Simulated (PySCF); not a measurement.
PySCF input (M06-2X/def2-TZVPD):

```python
from pyscf import gto, scf, dft

mol = gto.M(
    atom='''
    Sn   -0.13533936   -0.20004737   -0.10239354
    F    -1.15516598    1.43207805   -0.02636242
    F     0.45204154   -0.53904553    1.70030565
    F     1.45500976    0.21834178   -1.10509022
    ''',
    basis='def2-tzvpd',
    ecp='def2-tzvp',
    charge=0,
    spin=1,
    verbose=4,
)

mf = dft.UKS(mol, xc='m062x').density_fit(auxbasis='def2-universal-jkfit')
mf.grids.level = 4
mf.conv_tol = 1e-9
mf.max_cycle = 100
mf.max_memory = 1500
mf.kernel()
if not mf.converged:
    mf = mf.newton()
    mf.kernel(mf.make_rdm1())
for _ in range(2):
    mo, _, stable, _ = mf.stability(return_status=True)
    if stable:
        break
    mf.kernel(mf.make_rdm1(mo, mf.mo_occ))
mf.analyze()
```

Output:

```
ECP def2-tzvp not found for  F
PySCF version 2.14.0

[INPUT] verbose = 4
[INPUT] num. atoms = 4
[INPUT] num. electrons = 49
[INPUT] charge = 0
[INPUT] spin (= nelec alpha-beta = 2S) = 1
[INPUT] symmetry False subgroup None
[INPUT] Mole.unit = angstrom
[INPUT] Symbol           X                Y                Z      unit          X                Y                Z       unit  Magmom
[INPUT]  1 Sn    -0.135339360000  -0.200047370000  -0.102393540000 AA   -0.255754324274  -0.378034741240  -0.193495747525 Bohr   0.0
[INPUT]  2 F     -1.155165980000   1.432078050000  -0.026362420000 AA   -2.182947330615   2.706235303501  -0.049817753781 Bohr   0.0
[INPUT]  3 F      0.452041540000  -0.539045530000   1.700305650000 AA    0.854234707527  -1.018648420371   3.213112006551 Bohr   0.0
[INPUT]  4 F      1.455009760000   0.218341780000  -1.105090220000 AA    2.749569954969   0.412606165750  -2.088317858735 Bohr   0.0

nuclear repulsion = 205.030862977251
number of shells = 60
number of NR pGTOs = 262
number of NR cGTOs = 176
basis = def2-tzvpd
ecp = def2-tzvp

******** <class 'pyscf.df.df_jk.DFUKS'> ********
method = DFUKS
initial guess = minao
damping factor = 0
level_shift factor = 0
DIIS = <class 'pyscf.scf.diis.CDIIS'>
diis_start_cycle = 1
diis_space = 8
diis_damp = 0
SCF conv_tol = 1e-09
SCF conv_tol_grad = None
SCF max_cycles = 100
direct_scf = False
number electrons alpha = 25  beta = 24
XC library pyscf.dft.libxc version 7.1.2
    S. Lehtola, C. Steigemann, M. J. T. Oliveira, and M. A. L. Marques,  SoftwareX 7, 1–5 (2018)
XC functionals = m062x
    Y. Zhao and D. G. Truhlar,  Theor. Chem. Acc. 120, 215 (2008)
    Y. Zhao and D. G. Truhlar,  Theor. Chem. Acc. 120, 215 (2008)
radial grids:
    Treutler-Ahlrichs [JCP 102, 346 (1995); DOI:10.1063/1.469408] (M4) radial grids

becke partition: Becke, JCP 88, 2547 (1988); DOI:10.1063/1.454033
pruning grids: <function nwchem_prune>
grids dens level: 4
symmetrized grids: False
atomic radii adjust function: <function treutler_atomic_radii_adjust>
small_rho_cutoff = 0
Set gradient conv threshold to 3.16228e-05
tot grids = 118640
******** <class 'pyscf.df.df.DF'> ********
auxbasis = def2-universal-jkfit
init E= -476.698640756316
  alpha nocc = 25  HOMO = -0.767499500451748  LUMO = -0.480383843078059
  beta  nocc = 24  HOMO = -0.88759823542388  LUMO = -0.767499500451741

WARN: HOMO -0.767499500451748 >= LUMO -0.767499500451741
[...]
  beta  nocc = 24  HOMO = -0.502943256798731  LUMO = -0.197767989299191
  HOMO = -0.378693731974  LUMO = -0.197767989299  gap/eV = 4.92324
Extra cycle  E= -513.879804249209  delta_E= 1.89e-11  |g|= 1.9e-05  |ddm|= 1.66e-05
converged SCF energy = -513.879804249209  <S^2> = 0.75584069  2S+1 = 2.0058322
uhf_internal: lowest eigs of H = [0.32864229 0.32871611 0.34229803]
<class 'pyscf.df.df_jk.DFUKS'> wavefunction is stable in the internal stability analysis
**** SCF Summaries ****
Total Energy =                        -513.879804249208519
Nuclear Repulsion Energy =             205.030862977250933
One-electron Energy =                -1203.458364134140993
Two-electron Energy =                  484.547696907681484
Two-electron Coulomb Energy =          533.967254651050439
DFT Exchange-Correlation Energy =      -49.419557743368927
HOMO-LUMO gap [eV] =                     4.923240224880865
**** MO energy ****
                             alpha | beta                alpha | beta
MO #1   energy= -25.2385514230004  | -25.2349812138232  occ= 1 | 1
MO #2   energy= -25.2385324933623  | -25.2349624396116  occ= 1 | 1
MO #3   energy= -25.238520555511   | -25.2349493914583  occ= 1 | 1
MO #4   energy= -5.41239321474121  | -5.40852634704573  occ= 1 | 1
MO #5   energy= -3.72892705678919  | -3.72392328573693  occ= 1 | 1
MO #6   energy= -3.72498040728375  | -3.72346995824393  occ= 1 | 1
MO #7   energy= -3.72498017575357  | -3.72346975597819  occ= 1 | 1
MO #8   energy= -1.33380426656316  | -1.32401960138001  occ= 1 | 1
MO #9   energy= -1.33379713918804  | -1.32401244297401  occ= 1 | 1
MO #10  energy= -1.32025962636201  | -1.30958456633084  occ= 1 | 1
MO #11  energy= -1.23700368332467  | -1.23251212998286  occ= 1 | 1
MO #12  energy= -1.2370031686063   | -1.23251160912032  occ= 1 | 1
MO #13  energy= -1.23463289928539  | -1.22686438194169  occ= 1 | 1
MO #14  energy= -1.20898108234742  | -1.20241622766865  occ= 1 | 1
MO #15  energy= -1.20897848214874  | -1.20241355145113  occ= 1 | 1
MO #16  energy= -0.64525054550684  | -0.618393884710731 occ= 1 | 1
MO #17  energy= -0.558265554029918 | -0.53715393605357  occ= 1 | 1
MO #18  energy= -0.558263201740857 | -0.537149267896763 occ= 1 | 1
MO #19  energy= -0.53598241621175  | -0.523443911072927 occ= 1 | 1
MO #20  energy= -0.520410759175755 | -0.5073355119803   occ= 1 | 1
MO #21  energy= -0.520406369884265 | -0.50732933859687  occ= 1 | 1
MO #22  energy= -0.509909993689533 | -0.504670610540929 occ= 1 | 1
MO #23  energy= -0.509905654643243 | -0.502944828424013 occ= 1 | 1
MO #24  energy= -0.508869992893942 | -0.502943256798731 occ= 1 | 1
MO #25  energy= -0.378693731974053 | -0.197767989299191 occ= 1 | 0
MO #26  energy= -0.00704746438708251 | -0.0189717342992412 occ= 0 | 0
MO #27  energy= -0.00704609095133906 | -0.0189698878235066 occ= 0 | 0
MO #28  energy= -0.00281281356491898 | -0.0173769999878146 occ= 0 | 0
MO #29  energy= 0.0206339603726222 | 0.0208196838108385 occ= 0 | 0
MO #30  energy= 0.0742038762102296 | 0.0710737746912201 occ= 0 | 0
MO #31  energy= 0.074204164800212  | 0.0710744790388589 occ= 0 | 0
MO #32  energy= 0.0771209590775194 | 0.0750892157620013 occ= 0 | 0
MO #33  energy= 0.0800036225931482 | 0.0760118074452222 occ= 0 | 0
MO #34  energy= 0.0800053108672098 | 0.076013285115949  occ= 0 | 0
MO #35  energy= 0.100949773187654  | 0.106458493763469  occ= 0 | 0
MO #36  energy= 0.10447184145339   | 0.122618460120445  occ= 0 | 0
MO #37  energy= 0.104472497472858  | 0.122620470150183  occ= 0 | 0
MO #38  energy= 0.154853642448667  | 0.154179848623216  occ= 0 | 0
MO #39  energy= 0.167827358199051  | 0.163961997478042  occ= 0 | 0
MO #40  energy= 0.167830212466405  | 0.163965130228625  occ= 0 | 0
MO #41  energy= 0.174691113461886  | 0.172878580555951  occ= 0 | 0
MO #42  energy= 0.179963141835748  | 0.17823374882183   occ= 0 | 0
MO #43  energy= 0.179964502981525  | 0.178234628927705  occ= 0 | 0
MO #44  energy= 0.203775882968281  | 0.193641889322296  occ= 0 | 0
MO #45  energy= 0.238137117356499  | 0.235517726998298  occ= 0 | 0
MO #46  energy= 0.23813823128927   | 0.235518323770443  occ= 0 | 0
MO #47  energy= 0.27737830423587   | 0.256379360234377  occ= 0 | 0
MO #48  energy= 0.283535207974667  | 0.2805807809533    occ= 0 | 0
MO #49  energy= 0.300886971166669  | 0.283753874158237  occ= 0 | 0
MO #50  energy= 0.300900201063743  | 0.283766392928137  occ= 0 | 0
MO #51  energy= 0.333850310437108  | 0.327034834004507  occ= 0 | 0
MO #52  energy= 0.333856405493391  | 0.327037476234534  occ= 0 | 0
MO #53  energy= 0.392030995782445  | 0.375363764975202  occ= 0 | 0
MO #54  energy= 0.392036578335805  | 0.37536981255011   occ= 0 | 0
MO #55  energy= 0.398785892245058  | 0.385393919785124  occ= 0 | 0
MO #56  energy= 0.473441549706266  | 0.456825954902218  occ= 0 | 0
MO #57  energy= 0.545411152516104  | 0.516391160403686  occ= 0 | 0
MO #58  energy= 0.545415084317041  | 0.51639255441264   occ= 0 | 0
MO #59  energy= 0.548007778414762  | 0.54372382228788   occ= 0 | 0
MO #60  energy= 0.585741727831967  | 0.581810261301816  occ= 0 | 0
MO #61  energy= 0.585755715851857  | 0.58182305798432   occ= 0 | 0
MO #62  energy= 0.624496707688516  | 0.619386855173621  occ= 0 | 0
MO #63  energy= 0.6245091347725    | 0.61939988798182   occ= 0 | 0
MO #64  energy= 0.632062991330791  | 0.621719331099001  occ= 0 | 0
MO #65  energy= 0.687216154221786  | 0.674284664277314  occ= 0 | 0
MO #66  energy= 0.687219393907437  | 0.674287172101641  occ= 0 | 0
MO #67  energy= 0.711251953677961  | 0.710263459571527  occ= 0 | 0
MO #68  energy= 0.72315192586485   | 0.723007737706715  occ= 0 | 0
MO #69  energy= 0.725446274792747  | 0.725169278741925  occ= 0 | 0
MO #70  energy= 0.725447195401124  | 0.725169689039331  occ= 0 | 0
MO #71  energy= 0.768557237993861  | 0.773854061494967  occ= 0 | 0
MO #72  energy= 0.768573367192931  | 0.773871163058337  occ= 0 | 0
MO #73  energy= 0.801914800891145  | 0.78757119837332   occ= 0 | 0
MO #74  energy= 0.803007375667919  | 0.802259913763106  occ= 0 | 0
MO #75  energy= 0.815744073363116  | 0.806055962834563  occ= 0 | 0
MO #76  energy= 0.815753351242206  | 0.806063113462621  occ= 0 | 0
MO #77  energy= 0.884232065423792  | 0.880298209276091  occ= 0 | 0
MO #78  energy= 1.00098568884559   | 0.978294610959727  occ= 0 | 0
MO #79  energy= 1.00099009806158   | 0.978295911564913  occ= 0 | 0
MO #80  energy= 1.02505611059552   | 1.01487611573756   occ= 0 | 0
MO #81  energy= 1.02937278905335   | 1.01849730656971   occ= 0 | 0
MO #82  energy= 1.02939568863967   | 1.01852162870378   occ= 0 | 0
MO #83  energy= 1.04334548605877   | 1.02138702772024   occ= 0 | 0
MO #84  energy= 1.08681160851114   | 1.06266028489363   occ= 0 | 0
MO #85  energy= 1.08683154199922   | 1.06267770727777   occ= 0 | 0
MO #86  energy= 1.11649425972832   | 1.1146786426775    occ= 0 | 0
MO #87  energy= 1.12676896871195   | 1.12066254865053   occ= 0 | 0
MO #88  energy= 1.18260485829397   | 1.17872508164859   occ= 0 | 0
MO #89  energy= 1.18260731511749   | 1.17873444544958   occ= 0 | 0
MO #90  energy= 1.21547505632831   | 1.21437331200142   occ= 0 | 0
MO #91  energy= 1.21549684798721   | 1.21438721288835   occ= 0 | 0
MO #92  energy= 1.24340821563621   | 1.24048575674612   occ= 0 | 0
MO #93  energy= 1.28876293726308   | 1.28363408662271   occ= 0 | 0
MO #94  energy= 1.2887696468646    | 1.2836363615587    occ= 0 | 0
MO #95  energy= 1.33888242097528   | 1.33992952003677   occ= 0 | 0
MO #96  energy= 1.58045660273927   | 1.57703887562696   occ= 0 | 0
MO #97  energy= 1.58046981179952   | 1.57705082343661   occ= 0 | 0
MO #98  energy= 2.24114622478041   | 2.24074415255214   occ= 0 | 0
MO #99  energy= 2.28284607117871   | 2.27907012988477   occ= 0 | 0
MO #100 energy= 2.28369908056123   | 2.28308690372483   occ= 0 | 0
MO #101 energy= 2.28379226457229   | 2.28317016922211   occ= 0 | 0
MO #102 energy= 2.29184538287807   | 2.29623208061804   occ= 0 | 0
MO #103 energy= 2.30861120518587   | 2.31049641386789   occ= 0 | 0
MO #104 energy= 2.30866519653673   | 2.31055934055064   occ= 0 | 0
[...]
```

It need not be the lowest isomer of its formula.
